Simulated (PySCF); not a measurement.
Stepwise substitution at one centre (Al Br-OH). All species are isolated molecules in the gas phase. One relaxed conformer stands for each flexible species; it need not be the lowest. Strings in code marks are SMILES.

These are PBE-D3(BJ)/def2-TZVP // PBE0-D4/def2-TZVP in PySCF values and carry that method's errors. Excitations are Tamm–Dancoff values on a coarser integration grid. The basis has no diffuse functions, so Rydberg states are missing or too high.

| species | LUMO (eV) | T1 excitation (TDA) (eV) | S1 oscillator strength | HOMO–LUMO gap (eV) |
|---|---|---|---|---|
| 0 of 3 Br replaced by OH | -2.37 | … | 0.000 | 4.99 |
| 1 of 3 Br replaced by OH (`[OH][Al]([Br])[Br]`) | … | … | 0.003 | … |
| 2 of 3 Br replaced by OH | -1.63 | 5.55 | 0.021 | 5.67 |
| 3 of 3 Br replaced by OH | -1.29 | 5.83 | 0.000 | 6.00 |

Task: Fill in the missing entries.

Result: 
- 0 of 3 Br replaced by OH, T1 excitation (TDA) (eV): 4.88
- 1 of 3 Br replaced by OH (`[OH][Al]([Br])[Br]`), LUMO (eV): -1.92
- 1 of 3 Br replaced by OH (`[OH][Al]([Br])[Br]`), T1 excitation (TDA) (eV): 5.06
- 1 of 3 Br replaced by OH (`[OH][Al]([Br])[Br]`), HOMO–LUMO gap (eV): 5.17
